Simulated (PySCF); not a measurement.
The PySCF input:
```python
from pyscf import gto, scf, dft

mol = gto.Mole()
mol.atom = '''
    Sb   -0.006738    0.007403    0.431424
    C     0.192544   -1.823265   -0.714740
    H     1.117611   -2.323686   -0.452256
    H     0.198144   -1.591922   -1.774437
    H    -0.636971   -2.486204   -0.496815
    C     1.489217    1.049401   -0.743781
    H     2.476040    0.671277   -0.502375
    H     1.458237    2.110237   -0.523020
    H     1.295101    0.897088   -1.800014
    C    -1.646684    0.735326   -0.787370
    H    -2.551984    0.187230   -0.552656
    H    -1.408723    0.601973   -1.837180
    H    -1.814271    1.787682   -0.588540
'''
mol.basis = 'def2-sv(p)'
mol.ecp = {'Sb': 'def2-sv(p)'}
mol.charge = 0
mol.spin = 0
mol.verbose = 4
mol.build()

mf = dft.RKS(mol)
mf.xc = 'm062x'
mf.kernel()
mf.analyze()
```

Question: Estimate the HOMO energy that M062X/def2-SV(P) in PySCF returns for this input.

Answer: -7.52 eV

Question: What is the computed dipole moment (M062X/def2-SV(P))?

Answer: 0.45 D

Question: Predict the nuclear repulsion energy from M062X/def2-SV(P).

Answer: 208.3528 Eh

Question: Predict the number of basis functions from M062X/def2-SV(P).

Answer: 86

Question: What HOMO-LUMO gap does M062X/def2-SV(P) give?

Answer: 8.83 eV

Question: Roughly what does it cost on one core?

Answer: roughly 16 core-seconds.
